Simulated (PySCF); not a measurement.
Computed shifts of a molecule CH7BO2Si, PBE/pcSseg-1 (PySCF), GIAO, gas phase, atoms alike by connectivity averaged where their shifts nearly agree, in ppm (number of nuclei): ²⁹Si: -69.5 (1). ¹³C: -1.8 (1). ¹H: 4.23 (3), 3.89 (2), 0.46 (1), -0.04 (1). References: ²⁹Si against TMS (σ = 335.4 ppm); ¹³C against TMS (σ = 182.0 ppm); ¹¹B against BF3 (σ = 83.9 ppm); ¹⁷O against H2O (σ = 334.3 ppm); ¹H against TMS (σ = 31.49 ppm), references at their B3LYP-D3(BJ)/def2-TZVP geometries, non-relativistic. The structure is a stationary point at B3LYP-D3(BJ)/def2-SVP. The values are those of a single conformer.

Which molecule gave these data?
A) C[SiH2]B(O)O
B) OB(O)C[SiH3]
C) CB(O)O[SiH3]
D) COBO[SiH3]

B, OB(O)C[SiH3]
